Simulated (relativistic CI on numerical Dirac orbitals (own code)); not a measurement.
# Hyperfine structure of Ni²⁵⁺, mass number 61

Calculated at this level of theory: Dirac-Coulomb-Breit CI, separate exchange-only KLI orbitals for each configuration, model QED (radiative potential, 1s self-energy scaled to tabulated hydrogen-like ionisation energies), unscaled Slater integrals (own radial code, finite nucleus).

Configuration list (outside the closed core 1s2): 2s, 2p, 3s, 3p, 3d, 4s, 4p, 4d, 4f, 5s, 5p, 5d, 5f, 5g. Levels of other configurations are missing.

Nuclear spin I = 3/2, μ = -0.74965 μN, Q = 0.162 b (tables of Stone and Pyykkö). The electronic factors are computed for point nuclear moments, without core polarisation or the Bohr-Weisskopf and QED corrections.

```csv
Level,E (Ry),A (GHz),B (GHz)
2s ²S1/2,0.000,-340.3,
2p ²P°1/2,3.903,-107.1,
2p ²P°3/2,5.519,-19.99,12.1
3s ²S1/2,99.008,-100.2,
3p ²P°1/2,100.092,-32.23,
3p ²P°3/2,100.569,-6.019,3.65
3d ²D3/2,100.972,-3.381,0.685
3d ²D5/2,101.124,-1.434,0.957
```

Levels with J = 0, under 50 % of one LS term, or S terms without an open s electron are left out. Small factors come from cancelling terms and can be off by tens of per cent or more.

At this charge energies of transitions that change n are usually good to better than 1 %, and those within a shell (Δn = 0) to a few per cent.

Give the hyperfine levels of 2s ²S1/2 relative to its centre of gravity.

With K = F(F + 1) − I(I + 1) − J(J + 1), E = AK/2: F = 1: 425.4, F = 2: -255.2 GHz.
